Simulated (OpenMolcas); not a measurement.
W4+ (d2) among equal point charges was computed by CASSCF with the d shell active (OpenMolcas, ANO-RCC-VTZP on the metal). Its lowest spin-free states, and all those of the highest spin:

```tsv
2S+1	Degeneracy	E (cm-1)
3	1	0.0
3	2	1277
3	1	4012
3	2	7867
1	1	8004
1	1	10185
3	1	13346
1	1	13845
1	2	13852
1	1	16353
1	2	17778
3	2	18742
3	1	31268
```

Task: Is the site octahedral, tetrahedral or cube-like, axial, or of lower symmetry?

Result: The states with 2S+1 = 3 have orbital degeneracies 1, 2, 1, 2, 1, 2, 1. There are pairs but no triples, so the site is axial: not cubic, but with a proper or improper axis of order three or more. The run had W4+ among 5 point charges of -1.5 e arranged as a square pyramid (C4v), 2.06 Å from the ion, with the axial distance 1.978 Å.

Spin-orbit coupling mixes the spin-free states strongly: the lowest level takes only 50 % from its leading state, an unlabelled state of the same spin as most of the rest, which lies 1277 cm-1 above the lowest spin-free state. Without dynamic correlation the repulsion within the d shell is too large (B by tens of per cent), so at a given field states of lower spin stand too high. Point charges carry no covalency, so the field is a model and not that of real ligands. An unlabelled pair can be two single states that coincide in this model. No measured value stands beside these numbers.
